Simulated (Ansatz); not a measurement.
CH6GeOSn, SMILES `O=[CH][SnH2][GeH3]`. The species carries charge 0 and has multiplicity 1. Sn: def2 effective core potential.

```xyz
10

O     0.236    2.729   -1.133
C     0.782    1.985   -0.371
Sn    0.748   -0.212   -0.635
Ge   -1.176   -1.230    0.788
H     1.321    2.394    0.518
H     2.256   -0.835   -0.116
H     0.533   -0.529   -2.296
H    -2.527   -0.663    0.328
H    -1.201   -2.761    0.645
H    -0.971   -0.879    2.271
```

Question: What are the harmonic wavenumbers in cm⁻¹ at PBE0-D4/def2-TZVP (Ansatz, finite differences of forces, unscaled)? (Best estimate.)

Answer: Ansatz gave: 26, 57, 87, 212, 224, 302, 395, 415, 509, 547, 602, 698, 781, 829, 881, 882, 1362, 1790, 1916, 1947, 2144, 2155, 2161, 2817.

Question: Is this a minimum?

Answer: Yes, all 24 modes are real.

Question: Give the ideal-gas thermochemistry at 298.15 K and 1 bar (rigid rotor, harmonic oscillator; point group C1, symmetry number 1).

Answer: Zero-point energy 142.0 kJ/mol; H(298) − E = 166.4 kJ/mol; entropy 398.9 J/(mol·K), of which translation 176.4, rotation 120.9, vibration 101.5; G(298) − E = 47.5 kJ/mol. Modes under 100 cm⁻¹ are hindered rotations or soft bends, so the harmonic entropy is rough.

Question: Rotational constants (cm⁻¹)?

Answer: 0.1285, 0.03521, 0.02899.
